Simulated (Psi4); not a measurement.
C3H9SSi (SMILES C[Si](C)(C)[S]), doublet (typed; the unrestricted solution is spin-contaminated), geometry from GFN2-xTB, with bond 12-4 at 3.0 times its length; HF/STO-3G (Psi4 1.11).

Here is a job for Psi4.
```
memory 2 GB

molecule mol {
0 2
  C    -0.655819    1.474438   -1.214664
  Si   -0.063141   -0.077091   -0.277691
  C     1.516243   -0.779884   -1.082710
  C    -1.437218   -1.398783   -0.239344
  S     0.394535    0.481703    1.735151
  H    -0.899393    1.233321   -2.244601
  H    -1.541951    1.897097   -0.750844
  H     0.110733    2.243417   -1.222772
  H     1.876341   -1.650652   -0.543182
  H     1.326392   -1.076758   -2.109383
  H     2.313593   -0.042868   -1.088947
  H    -2.225920   -2.335329   -3.256785
  H    -2.334428   -1.016863    0.238305
  H    -1.118995   -2.278326    0.312143
}

set basis sto-3g
set reference uhf
set stability_analysis follow
set scf_type pk

energy('scf')
print_variables()
```

Output, abridged:

```
   => Loading Basis Set <=

    Name: STO-3G
    Role: ORBITAL
    Keyword: BASIS

         ---------------------------------------------------------
                                   SCF
               by Justin Turney, Rob Parrish, Andy Simmonett
                          and Daniel G. A. Smith
                              UHF Reference
         ---------------------------------------------------------

  ==> Geometry <==

    Molecular point group: c1
    Full point group: C1

    Geometry (in Angstrom), charge = 0, multiplicity = 2:

       Center              X                  Y                   Z               Mass
    ------------   -----------------  -----------------  -----------------  -----------------
         C           -0.669273094706     1.457842229044    -1.276721913362    12.000000000000
         SI          -0.076595094706    -0.093686770956    -0.339748913362    27.976926534650
         C            1.502788905294    -0.796479770956    -1.144767913362    12.000000000000
         C           -1.450672094706    -1.415378770956    -0.301401913362    12.000000000000
         S            0.381080905294     0.465107229044     1.673093086638    31.972071174400
         H           -0.912847094706     1.216725229044    -2.306658913362     1.007825032230
         H           -1.555405094706     1.880501229044    -0.812901913362     1.007825032230
         H            0.097278905294     2.226821229044    -1.284829913362     1.007825032230
         H            1.862886905294    -1.667247770956    -0.605239913362     1.007825032230
         H            1.312937905294    -1.093353770956    -2.171440913362     1.007825032230
         H            2.300138905294    -0.059463770956    -1.151004913362     1.007825032230
         H           -2.239374094706    -2.351924770956    -3.318842913362     1.007825032230
         H           -2.347882094706    -1.033458770956     0.176247086638     1.007825032230
         H           -1.132449094706    -2.294921770956     0.250085086638     1.007825032230

  Running in c1 symmetry.

  Rotational constants: A =      0.10150  B =      0.06743  C =      0.06741 [cm^-1]
  Rotational constants: A =   3042.92789  B =   2021.64233  C =   2020.77341 [MHz]
  Nuclear repulsion =  281.124672594874426

  Charge       = 0
  Multiplicity = 2
  Electrons    = 57
  Nalpha       = 29
  Nbeta        = 28

  ==> Algorithm <==

  SCF Algorithm Type is PK.
  DIIS enabled.
  MOM disabled.
  Fractional occupation disabled.
  Guess Type is SAD.
  Energy threshold   = 1.00e-06
  Density threshold  = 1.00e-06
  Integral threshold = 1.00e-12

  ==> Primary Basis <==

  Basis Set: STO-3G
    Blend: STO-3G
    Number of shells: 28
    Number of basis functions: 42
    Number of Cartesian functions: 42
    Spherical Harmonics?: true
    Max angular momentum: 1

  ==> Integral Setup <==

  Using in-core PK algorithm.
   Calculation information:
      Number of atoms:                  14
      Number of AO shells:              28
      Number of primitives:             84
      Number of atomic orbitals:        42
      Number of basis functions:        42

      Integral cutoff                 1.00e-12
      Number of threads:                 1

  Performing in-core PK
  Using 816312 doubles for integral storage.
  We computed 73182 shell quartets total.
  Whereas there are 82621 unique shell quartets.

  ==> DiskJK: Disk-Based J/K Matrices <==

    J tasked:                  Yes
    K tasked:                  Yes
    wK tasked:                  No
    Schwarz Cutoff:          1E-12

  Minimum eigenvalue in the overlap matrix is 2.2921047455E-01.
  Reciprocal condition number of the overlap matrix is 9.8234760434E-02.
    Using symmetric orthogonalization.

  ==> Pre-Iterations <==

  SCF Guess: Superposition of Atomic Densities via on-the-fly atomic UHF (no occupation information).

   -------------------------
    Irrep   Nso     Nmo
   -------------------------
     A         42      42
   -------------------------
    Total      42      42
   -------------------------

  ==> Iterations <==

                        Total Energy        Delta E     RMS |[F,P]|

   @UHF iter SAD:  -791.49136248025263   -7.91491e+02   0.00000e+00
   @UHF iter   1:  -795.67368413477311   -4.18232e+00   1.03442e-02 ADIIS/DIIS
   @UHF iter   2:  -795.33192445530972    3.41760e-01   1.80796e-02 ADIIS/DIIS
   @UHF iter   3:  -795.94566233544765   -6.13738e-01   1.61531e-03 ADIIS/DIIS
   @UHF iter   4:  -795.95977919488519   -1.41169e-02   1.51480e-03 ADIIS/DIIS
   @UHF iter   5:  -795.97358475531075   -1.38056e-02   1.92342e-03 ADIIS/DIIS
   @UHF iter   6:  -795.95678586068948    1.67989e-02   9.16977e-04 ADIIS/DIIS
   @UHF iter   7:  -795.95880434280593   -2.01848e-03   3.48725e-04 ADIIS/DIIS
   @UHF iter   8:  -795.95852932222954    2.75021e-04   7.86222e-05 DIIS
   @UHF iter   9:  -795.95853556753832   -6.24531e-06   2.82456e-05 DIIS
   @UHF iter  10:  -795.95854155404754   -5.98651e-06   1.71542e-05 DIIS
   @UHF iter  11:  -795.95854321084391   -1.65680e-06   1.29937e-05 DIIS
   @UHF iter  12:  -795.95854382442826   -6.13584e-07   6.18149e-06 DIIS
   @UHF iter  13:  -795.95854405159571   -2.27167e-07   1.88109e-06 DIIS
   @UHF iter  14:  -795.95854408461389   -3.30182e-08   1.30345e-06 DIIS
   @UHF iter  15:  -795.95854410655454   -2.19407e-08   8.92462e-07 DIIS
  Energy and wave function converged.

    Negative totally symmetric eigenvalue detected: -0.293210
    Wavefunction unstable!
    Lowest UHF->UHF stability eigenvalues:
       A -0.293210

    Rotating orbitals by 0.5 * pi / 2 radians along unstable eigenvector.
    Running SCF again with the rotated orbitals.
   @UHF iter  16:  -795.95243521671887   -7.95952e+02   5.47801e-03 ADIIS/DIIS
   @UHF iter  17:  -796.09511298080736   -1.42678e-01   2.04039e-03 ADIIS/DIIS
   @UHF iter  18:  -796.11033748461716   -1.52245e-02   6.60632e-04 ADIIS/DIIS
   @UHF iter  19:  -796.11211297617012   -1.77549e-03   3.99801e-04 ADIIS/DIIS
   @UHF iter  20:  -796.11348700957637   -1.37403e-03   1.84111e-04 ADIIS/DIIS
   @UHF iter  21:  -796.11386566426597   -3.78655e-04   4.23730e-05 DIIS
   @UHF iter  22:  -796.11387845940294   -1.27951e-05   2.12906e-05 DIIS
   @UHF iter  23:  -796.11388172119905   -3.26180e-06   8.99187e-06 DIIS
   @UHF iter  24:  -796.11388230863372   -5.87435e-07   3.05238e-06 DIIS
   @UHF iter  25:  -796.11388236964353   -6.10098e-08   9.50081e-07 DIIS
    Negative totally symmetric eigenvalue detected: -0.000308
    Wavefunction unstable!
    Lowest UHF->UHF stability eigenvalues:
       A -0.000308

    Rotating orbitals by 0.5 * pi / 2 radians along unstable eigenvector.
    There's still a negative eigenvalue. Try modifying FOLLOW_STEP_SCALE
    or increasing MAX_ATTEMPTS (not available for PK integrals).

  ==> Post-Iterations <==

   @Spin Contamination Metric:   1.009744922E+00
   @S^2 Expected:                7.500000000E-01
   @S^2 Observed:                1.759744922E+00
   @S   Expected:                5.000000000E-01
   @S   Observed:                5.000000000E-01

    Orbital Energies [Eh]
    ---------------------

    Alpha Occupied:

       1A    -90.653952     2A    -68.000513     3A    -10.989887
       4A    -10.989840     5A    -10.955351     6A     -8.578676
       7A     -6.228275     8A     -6.205254     9A     -6.201009
      10A     -5.979821    11A     -4.005599    12A     -4.004782
      13A     -4.003861    14A     -0.925182    15A     -0.883213
      16A     -0.854077    17A     -0.799702    18A     -0.576882
      19A     -0.527330    20A     -0.523804    21A     -0.520437
      22A     -0.510581    23A     -0.496406    24A     -0.467431
      25A     -0.385294    26A     -0.381948    27A     -0.327357
      28A     -0.314481    29A     -0.259683

    Alpha Virtual:

      30A      0.274032    31A      0.431809    32A      0.504705
      33A      0.528145    34A      0.550852    35A      0.721936
      36A      0.737467    37A      0.738839    38A      0.754213
      39A      0.759734    40A      0.772128    41A      0.776887
      42A      0.779029

    Beta Occupied:

       1A    -90.644649     2A    -68.000441     3A    -10.989717
       4A    -10.989670     5A    -10.986238     6A     -8.565282
       7A     -6.199660     8A     -6.195439     9A     -6.176136
      10A     -5.979698    11A     -4.006175    12A     -4.003929
      13A     -4.003859    14A     -0.930076    15A     -0.884768
      16A     -0.882807    17A     -0.755361    18A     -0.570527
      19A     -0.533198    20A     -0.526607    21A     -0.521917
      22A     -0.510522    23A     -0.503991    24A     -0.411905
      25A     -0.383258    26A     -0.381409    27A     -0.286713
      28A     -0.227611

    Beta Virtual:

      29A      0.217569    30A      0.307231    31A      0.427528
      32A      0.491799    33A      0.529187    34A      0.533070
      35A      0.718569    36A      0.727702    37A      0.728428
      38A      0.746492    39A      0.749319    40A      0.755583
      41A      0.762361    42A      0.773544

    Final Occupation by Irrep:
              A
    DOCC [    28 ]
    SOCC [     1 ]
    NA   [    29 ]
    NB   [    28 ]

  @UHF Final Energy:  -796.11388236964353

   => Energetics <=

    Nuclear Repulsion Energy =            281.1246725948744256
    One-Electron Energy =               -1663.8750018945374904
    Two-Electron Energy =                 586.6364469300194742
    Total Energy =                       -796.1138823696435338

  UHF NO Occupations:
  HONO-2 :   27  A 1.9982971
  HONO-1 :   28  A 1.0961008
  HONO-0 :   29  A 1.0000000
  LUNO+0 :   30  A 0.9038992
  LUNO+1 :   31  A 0.0017029
  LUNO+2 :   32  A 0.0014307
  LUNO+3 :   33  A 0.0014079

Computation Completed

Properties will be evaluated at   0.000000,   0.000000,   0.000000 [a0]

Properties computed using the SCF density matrix

 Multipole Moments:

 ------------------------------------------------------------------------------------
     Multipole            Electronic (a.u.)      Nuclear  (a.u.)        Total (a.u.)
 ------------------------------------------------------------------------------------

 L = 1.  Multiply by 2.5417464519 to convert [e a0] to [Debye]
 Dipole X            :          2.3657739           -2.4428289           -0.0770550
 Dipole Y            :          2.8800955           -2.9674746           -0.0873791
 Dipole Z            :         10.2615468          -10.4859638           -0.2244169
 Magnitude           :                                                    0.2528548

 ------------------------------------------------------------------------------------

  Variable Map:
  ----------------------------------------------------------------------------
  "CURRENT ENERGY"           =>    -796.113882369644
  "CURRENT REFERENCE ENERGY" =>    -796.113882369644
  "DD SOLVATION ENERGY"      =>       0.000000000000
  "HF KINETIC ENERGY"        =>     787.439840833834
  "HF POTENTIAL ENERGY"      =>   -1583.553723203478
  "HF TOTAL ENERGY"          =>    -796.113882369644
  "HF VIRIAL RATIO"          =>       2.011015497421
  "NUCLEAR REPULSION ENERGY" =>     281.124672594874
  "ONE-ELECTRON ENERGY"      =>   -1663.875001894537
  "PCM POLARIZATION ENERGY"  =>       0.000000000000
  "PE ENERGY"                =>       0.000000000000
  "SCF ITERATION ENERGY"     =>    -796.113882369644
  "SCF ITERATIONS"           =>      25.000000000000
  "SCF TOTAL ENERGY"         =>    -796.113882369644
  "TWO-ELECTRON ENERGY"      =>     586.636446930019

  Array Variable Map:
  ----------------------------------------------------------------------------
  "CURRENT DIPOLE"           =>      -0.077055019477 ... -0.224416934872 1 by 3
  "SCF DIPOLE"               =>      -0.077055019477 ... -0.224416934872 1 by 3
  "SCF STABILITY EIGENVALUES" =>      -0.000308273091 ... -0.000308273091 1 by 1
  "SCF TOTAL ENERGIES"       =>    -791.491362480253 ... -796.113882369644 1 by 26
```

Convergence was not reached.
